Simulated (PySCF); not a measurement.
# Working out the ionisation energy of Pb

Pb [Xe] 4f14 5d10 6s2 6p2 (3P) → Pb+ [Xe] 4f14 5d10 6s2 6p1 (2P). Calculation: PySCF 2.14, in ANO-RCC-VTZP (8s7p5d3f2g, 93 functions); scalar relativity by spin-free X2C-1e. Frozen: [Kr] 4d10 4f14. Energies in hartree (1 hartree = 27.21139 eV):

```json
{"part": "UHF", "Pb (lower)": "-20879.072627", "Pb+ (upper)": "-20878.830696"}
{"part": "MP2 opposite-spin", "Pb (lower)": "-0.415471", "Pb+ (upper)": "-0.408462"}
{"part": "MP2 same-spin", "Pb (lower)": "-0.226029", "Pb+ (upper)": "-0.217080"}
```

Task: What does Hartree-Fock give?

Result: (-20878.830696) − (-20879.072627) = 0.241931 hartree = 6.583 eV.

Task: What do MP2 and SCS-MP2 (6/5 opposite-spin, 1/3 same-spin) give?

Result: The opposite-spin parts differ by 0.191 eV and the same-spin parts by 0.244 eV. MP2: 6.583 + (0.191) + (0.244) = 7.018 eV. SCS-MP2: 6.583 + 1.2 × (0.191) + (0.244)/3 = 6.894 eV.

Reference: 7.417 eV (measured; NIST Atomic Spectra Database, ionization energies), between the lowest levels; spin-orbit coupling is absent from the calculation.

What remains against the reference includes basis incompleteness, the frozen core and correlation beyond second order.
